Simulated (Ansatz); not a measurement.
Consider the isomerisation: `CSC[SiH2]O` → `OCSC[SiH3]`.

Calculated with Ansatz (gas phase, PBE0-D4/def2-TZVP geometries, no zero-point term in ΔE). CCSD(T)/CBS is the MP2 limit (def2-TZVPP, def2-QZVPP) plus CCSD(T) − MP2 in def2-TZVPP, frozen cores. DFT in def2-TZVPP. B3LYP here is the variant with VWN-RPA as its local correlation; programs differ in this. HSE06 is defined as in plane-wave codes. Each species was taken in one conformer, which may not be the lowest.

Is it downhill or uphill in electronic energy at CCSD(T)/CBS, and by how much? (Estimate.)

Ansatz gave: Uphill: ΔE = +1.80 eV.

What do these levels give: PBE-D4, r2SCAN-D4, HSE06-D4, revPBE, r2SCAN, PBE0, B3LYP, r2SCAN0, HF/def2-SVP, HF/def2-TZVPP, HF/def2-QZVPP, SCS-MP2/def2-QZVPP? (An estimate is asked.)

Computed: PBE-D4 1.63, r2SCAN-D4 1.76, HSE06-D4 1.70, revPBE 1.61, r2SCAN 1.76, PBE0 1.69, B3LYP 1.73, r2SCAN0 1.79, HF/def2-SVP 1.57, HF/def2-TZVPP 1.81, HF/def2-QZVPP 1.83, SCS-MP2/def2-QZVPP 1.84 eV.

Largest T1 diagnostic among the species: 0.011.

Leaving LDA and LC-ωPBE aside and taking each functional with its dispersion term where it has one, the values, not all of them listed here, spread over 0.19 eV, from revPBE-D4 to BHLYP-D4. From PBE to PBE0 (25 % exact exchange), in def2-TZVPP and without D4, ΔE moves by +0.07 eV. At CCSD(T), def2-SVP lies −0.31 eV from the extrapolated value and def2-TZVPP −0.04 eV.
